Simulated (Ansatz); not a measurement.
C2H8GaNSi, relaxed with RKS PBE0-D4/def2-TZVP in Ansatz from a PBE-D4/def2-SVP geometry. The force threshold is 0.005 eV/Å; the program also tests the step.

The species carries charge 0 and has multiplicity 1. The bonds changed during the relaxation, so this is another structure than the one it started from.

Start:

```xyz
13

C    -0.261    1.606    0.164
N    -0.801    0.268    0.405
C    -1.804   -0.143   -0.296
Ga    0.267   -0.656    2.079
Si    1.673   -1.412    0.025
H     0.537    1.826    0.905
H     0.190    1.665   -0.848
H    -1.046    2.384    0.259
H    -2.200   -1.159   -0.126
H    -2.276    0.484   -1.079
H     2.963   -2.177    0.233
H     0.751   -2.358   -0.733
H     2.008   -0.328   -0.988
```

(1) How much energy does the relaxation release, and in how many steps? (Estimate.)

(2) Which bonds change most? (Estimate.)

(3) Give the relaxed structure. (An estimate is asked.)

Results:

(1) Ansatz gave: 2.11 kcal/mol, in 33 steps, 4 of them rejected.

(2) Computed: N2–Ga4 from 2.190 to 2.273 Å; N2–C3 from 1.291 to 1.263 Å; C1–H6 from 1.111 to 1.092 Å; Si5–H11 from 1.515 to 1.497 Å.

(3) The calculation gave: 
```xyz
13

C    -0.311    1.698    0.179
N    -0.744    0.343    0.439
C    -1.742   -0.119   -0.183
Ga    0.441   -0.725    2.058
Si    1.666   -1.525   -0.080
H    -0.313    2.260    1.115
H     0.715    1.672   -0.198
H    -0.950    2.204   -0.551
H    -2.063   -1.141    0.003
H    -2.300    0.475   -0.910
H     2.908   -2.356    0.013
H     0.682   -2.369   -0.845
H     2.010   -0.419   -1.040
```
